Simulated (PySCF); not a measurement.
CH5ClGeO, singlet, at a GFN2-xTB geometry, atoms displaced at random by about 0.08 Å a coordinate. Base run: B3LYP/6-31G, gradient run with PySCF.

The PySCF input:
```python
from pyscf import gto, scf, dft

mol = gto.M(
    atom='''
Ge    0.47246501   -0.30524573   -0.36828010
Cl    0.81581249    1.17703288    1.06391062
O    -1.03660277   -0.83493375   -0.23415449
C    -2.26972039   -0.49552716    0.00103735
H     1.32975504   -1.35817127   -0.52457337
H     0.43348702    0.55309788   -1.83856968
H    -2.29282800    0.27912336    0.87762395
H    -2.60751053   -0.01127006   -0.73223204
H    -2.86317437   -1.21120014    0.41967137
''',
    basis='6-31g',
    verbose=4,
)

mf = dft.RKS(mol)
mf.xc = 'b3lyp'
mf.kernel()
g = mf.nuc_grad_method()
grad = g.kernel()
```

The coordinate followed is x of atom 6.

Each row names what was changed in the base input (with any setting that the change needs).

```csv
change,dE/dx (Eh/bohr),net force (Eh/bohr)
base,-0.006297,0.000117
conv_tol = 1e-6,-0.006298,0.000117
finite difference step (bohr) = 0.05; conv_tol = 1e-11,-0.006296,-
grids.level = 5; grid_response = off,-0.006298,0.000011
density fitting = on,-0.006296,0.000117
grids.level = 5; grid_response = on,-0.006298,0.000000
density fitting = on; auxbasis_response = off,-0.006296,0.001683
finite difference step (bohr) = 1e-3; conv_tol = 1e-11,-0.006296,-
finite difference step (bohr) = 0.2; conv_tol = 1e-11,-0.006307,-
grids.level = 0; grid_response = on,-0.006410,0.000000
grid_response = on,-0.006296,0.000000
grids.level = 1; grid_response = off,-0.006317,0.000669
```

The net force is zero for an exact gradient.
